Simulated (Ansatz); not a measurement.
System: CH$_{5}$O$_{2}$Si (charge 0, doublet). It need not be the lowest isomer of its formula. 
Coordinates optimised at B3LYP-D3(BJ)/def2-TZVP (Ansatz, a first-principles code):
```xyz
9

Si    -0.7949     0.2114     0.1749
O     -1.2321    -1.3300    -0.2168
O      0.6723     0.7212    -0.3163
C      1.9153     0.1213     0.0325
H     -0.8667     0.0885     1.6611
H     -1.7567     1.1733    -0.3953
H      2.0095    -0.8671    -0.4218
H      2.7121     0.7627    -0.3407
H      2.0171     0.0256     1.1175
```
Charge 0, spin multiplicity 2.

Basis-set convergence of Hartree-Fock and CCSD(T) correlation energies (hartree) with Ansatz. Valence correlation only, unless marked. UHF or UKS for open shells. Spin-orbit coupling is left out. Non-relativistic.

| basis | functions | E(HF) | E(corr, CCSD(T)) |
|---|---|---|---|
| cc-pV(D+d)Z | 90 | -479.46896 | -0.62587 |
| cc-pV(T+d)Z | 199 | -479.55623 | -0.78632 |
| cc-pV(Q+d)Z | 379 | -479.57559 | -0.83943 |

Extrapolating the two largest sets (X = 3 and 4) as X^-3: E(corr) = (64·(-0.83943) - 27·(-0.78632))/37 = -0.8782 Eh, an estimate of the basis-set limit. The largest set recovers 95.6 % of it, the smallest 71.3 %.
